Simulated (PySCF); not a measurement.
# Bromine: a sound run and one with changed settings

Sound run: Br+ [Ar] 3d10 4s2 4p4, Br(2+) [Ar] 3d10 4s2 4p3. Calculation: PySCF 2.14, in x2c-SVPall (5s4p3d, 32 functions); scalar relativity by spin-free X2C-1e. In the sound run the correlated levels freeze [Ar] 3d10. The sound run starts from symmetry-adapted Hartree-Fock orbitals and uses a fine grid where one is needed.

Changed run: basis STO-3G, all-electron and non-relativistic. This setting is unsound on purpose.

```tsv
species	method	sound run (hartree)	changed run (hartree)	converged
Br+	UHF	-2603.56151	-2544.32459	yes
Br+	M06-2X	-2605.43356	-2545.61611	yes
Br+	r2SCAN	-2605.30753	-2545.67508	yes
Br+	MP2	-2603.63875	-2544.32459	yes
Br(2+)	UHF	-2602.81535	-2543.59590	yes
Br(2+)	M06-2X	-2604.64818	-2544.83986	yes
Br(2+)	r2SCAN	-2604.51626	-2544.89744	yes
Br(2+)	MP2	-2602.87680	-2543.59590	yes
```

Ionisation energy of Br+:

| method | sound run (eV) | changed run (eV) |
| --- | --- | --- |
| UHF | 20.304 | 19.828 |
| M06-2X | 21.371 | 21.123 |
| r2SCAN | 21.532 | 21.161 |
| MP2 | 20.734 | 19.828 |
| SCS-MP2 | 20.756 | 19.828 |

A minimal basis cannot let orbitals breathe on ionisation and holds almost no correlation. The Hamiltonian changed with the basis, so the totals do not compare.

For comparison, NIST gives 21.591 eV between the lowest levels.
